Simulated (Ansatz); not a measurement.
Reaction (homolysis of the B–O bond): `COB(OC)OC` → `CO[B]OC`• + `C[O]`•

Computed with Ansatz on PBE0-D4/def2-TZVP structures; ΔE is electronic, products minus reactants. CCSD(T)/CBS adds triple-zeta CCSD(T) − MP2 to the extrapolated MP2 energy (def2 sets, frozen cores). DFT in def2-TZVPP. No spin–orbit coupling; open shells (•) take unrestricted orbitals. Each species was taken in one conformer, which may not be the lowest.

`COB(OC)OC`:

```xyz
16

C     0.510    0.333   -2.326
O    -0.284   -0.243   -1.310
B     0.000    0.000    0.000
O     1.052    0.800    0.333
C     1.349    1.054    1.689
O    -0.768   -0.557    0.978
C    -1.859   -1.386    0.637
H     0.481    1.425   -2.281
H     1.552    0.012   -2.245
H     0.108    0.003   -3.285
H     0.512    1.542    2.194
H     2.218    1.711    1.718
H     1.580    0.129    2.224
H    -2.323   -1.718    1.566
H    -1.530   -2.260    0.068
H    -2.598   -0.845    0.040
```

`CO[B]OC`•:

Z-matrix (Å, degrees):
```
C
O 1 1.413
H 1 1.092 2 108.9
H 1 1.092 2 108.9 3 -118.6
H 1 1.093 2 111.5 3 120.7
B 2 1.341 1 122.4 3 -119.7
O 6 1.341 2 121.0 1 179.9
C 7 1.413 6 122.4 2 -180.0
H 8 1.092 7 108.9 6 -120.3
H 8 1.092 7 108.9 6 121.1
H 8 1.093 7 111.5 6 0.4
```

`C[O]`•:

```xyz
5

C     0.017    0.042    0.029
O    -0.135   -0.173   -1.300
H    -0.299   -0.902    0.516
H    -0.645    0.827    0.425
H     1.062    0.207    0.330
```

Problem. What is ΔE at CCSD(T)/CBS? (An estimate is asked.)

Solution. Computed: +593.5 kJ/mol.

Problem. What do these levels give: LDA (SPW92), BLYP-D4, r2SCAN-D4, B97M-V, BHLYP-D4, CAM-B3LYP-D4, PBE, revPBE, BLYP, HF/def2-SVP, CCSD/def2-TZVPP, SCS-MP2/def2-QZVPP? (An estimate is asked.)

Solution. Computed: LDA (SPW92) 628.2, BLYP-D4 543.3, r2SCAN-D4 548.6, B97M-V 569.4, BHLYP-D4 559.0, CAM-B3LYP-D4 571.8, PBE 541.4, revPBE 511.2, BLYP 522.9, HF/def2-SVP 471.5, CCSD/def2-TZVPP 573.6, SCS-MP2/def2-QZVPP 611.2 kJ/mol.

Largest T1 diagnostic among the species: 0.019.

Leaving LDA and LC-ωPBE aside and taking each functional with its dispersion term where it has one, the values, not all of them listed here, spread over 48.6 kJ/mol, from revPBE-D4 to ωB97M-V. LDA lies +86.8 kJ/mol from PBE without D4, its usual overbinding. The D4 term adds +15.2 kJ/mol with B3LYP and +8.6 kJ/mol with PBE0; it sums over pairs of atoms, weighted by their polarisabilities, and B3LYP, whose exchange is more repulsive, gets the larger term. From PBE to PBE0 (25 % exact exchange), in def2-TZVPP and without D4, ΔE moves by +8.8 kJ/mol.

B3LYP here is the variant with VWN-RPA as its local correlation; programs differ in this.
